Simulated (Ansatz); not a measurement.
C4H10F3NZr, SMILES `CC(C)(C)[NH][Zr]([F])([F])[F]`. Charge 0, multiplicity 1. Zr: def2 effective core potential. The structure was optimised at the PBE0-D4/def2-TZVP level. It is one conformer, not always the lowest.

```xyz
19

C     1.103   -0.360   -0.798
C     0.337    0.088    0.443
C     0.824    1.467    0.879
C     0.543   -0.921    1.569
N    -1.082    0.155    0.093
Zr   -1.960   -0.252   -1.670
F    -3.823    0.046   -1.408
F    -1.594   -2.064   -2.170
F    -1.242    0.890   -3.028
H     2.172   -0.426   -0.591
H     0.777   -1.353   -1.127
H     0.978    0.353   -1.620
H     1.885    1.444    1.143
H     0.682    2.195    0.077
H     0.268    1.813    1.755
H     0.198   -1.911    1.262
H    -0.019   -0.625    2.459
H     1.598   -0.991    1.846
H    -1.642    0.451    0.887
```

Problem. What is the dipole moment at ωB97M-V/def2-TZVPP? (An estimate is asked.)

Solution. The calculation gave: 2.98 D, with components (1.55, 0.54, 2.49) D in this frame, pointing from negative to positive charge.

Problem. And with PBE, r2SCAN, B3LYP? (Estimate.)

Solution. The calculation gave: PBE 3.03 D, r2SCAN 3.08 D, B3LYP 3.11 D.

Problem. Give the Mulliken charges with ωB97M-V, r2SCAN, PBE in def2-TZVPP. (An estimate is asked.)

Solution. Ansatz gave: 
| atom | ωB97M-V | r2SCAN | PBE |
| --- | --- | --- | --- |
| C1 | -0.42 | -0.28 | -0.32 |
| C2 | 0.13 | 0.42 | 0.32 |
| C3 | -0.30 | -0.19 | -0.27 |
| C4 | -0.30 | -0.19 | -0.27 |
| N5 | -0.47 | -0.57 | -0.46 |
| Zr6 | 1.37 | 1.38 | 1.20 |
| F7 | -0.39 | -0.39 | -0.35 |
| F8 | -0.39 | -0.40 | -0.36 |
| F9 | -0.39 | -0.40 | -0.36 |
| H10 | 0.12 | 0.05 | 0.08 |
| H11 | 0.14 | 0.08 | 0.10 |
| H12 | 0.14 | 0.08 | 0.10 |
| H13 | 0.10 | 0.04 | 0.07 |
| H14 | 0.12 | 0.06 | 0.09 |
| H15 | 0.11 | 0.04 | 0.07 |
| H16 | 0.12 | 0.06 | 0.09 |
| H17 | 0.11 | 0.04 | 0.07 |
| H18 | 0.10 | 0.04 | 0.07 |
| H19 | 0.10 | 0.13 | 0.12 |

B3LYP here is the variant with VWN-RPA as its local correlation; programs differ in this.
